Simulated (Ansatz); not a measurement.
Reactions of C$_{2}$H$_{3}$Cl$_{3}$, SMILES `CC(Cl)(Cl)Cl`.

Calculated with Ansatz (gas phase, PBE0-D4/def2-TZVP geometries, no zero-point term in ΔE). CCSD(T)/CBS is the MP2 limit (def2-TZVPP, def2-QZVPP) plus CCSD(T) − MP2 in def2-TZVPP, frozen cores. This one scheme is used for every species, atoms too. Functionals use def2-TZVPP. Open shells (•) are unrestricted, without spin–orbit coupling. Spin–orbit coupling would lower the free atoms: a little for C, Cl. Bonds to Br are less sure, by a few kJ/mol each and by 10 to 20 or more in all where they break to atoms, as the def2 sets lack core-valence functions. Scalar relativity is left out up to krypton.

```
                                    reaction  ωB97M-V (kJ/mol)  MP2/CBS(def2) (kJ/mol)  CCSD(T)/CBS(def2) (kJ/mol)
 `CC(Cl)(Cl)Cl` + H–F → `FC(Cl)(Cl)Cl` + CH₄                41                      72                          60
      `CC(Cl)(Cl)Cl` + H₂ → `CC(Cl)Cl` + HCl               -99                     -89                         -99
`CC(Cl)(Cl)Cl` + HBr → `ClC(Cl)(Cl)Br` + CH₄                65                      57                          63
          `CC(Cl)(Cl)Cl` → `Cl[C]Cl` + `CCl`               300                     339                         302
        `CC(Cl)(Cl)Cl` → 2 C• + 3 Cl• + 3 H•              2709                    2782                        2694
  `CC(Cl)(Cl)Cl` + H–F → `CC(F)(Cl)Cl` + HCl               -19                      10                          -4
```

Largest T1 diagnostic: 0.020, for `Cl[C]Cl`.
